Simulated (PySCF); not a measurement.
## Tm⁺ (thulium, charge +1) across methods

[Xe] 4f13 6s1, high-spin 3F determinant. All numbers are calculated (PySCF 2.14, the spin-free X2C one-electron Hamiltonian (Gaussian nucleus), in cc-pwCVTZ-X2C with one added diffuse shell of g type (12s11p9d7f5g1h, 195 functions)).

```tsv
method	E (hartree)	mean ε 4f α (eV)	mean ε 4f β (eV)	mean ε 6s α (eV)	Σ⟨r²⟩ (bohr²)	⟨S²⟩
PBE0	-13566.63	-12.910	-11.924	-10.023	51.56	2.000
r2SCAN	-13566.99	-10.115	-9.164	-9.642	51.66	2.001
LDA	-13557.72	-10.457	-9.554	-9.751	51.25	2.000
UHF	-13561.96516	-20.789	-19.375	-11.198	52.51	2.001
```

(1) Estimate the same row for PBE.

Spin-orbit coupling, absent here, splits the open shell strongly.

## Answers

(1) E (hartree) = -13566.88; mean ε 4f α (eV) = -10.151; mean ε 4f β (eV) = -9.279; mean ε 6s α (eV) = -9.506; Σ⟨r²⟩ (bohr²) = 51.60; ⟨S²⟩ = 2.000.
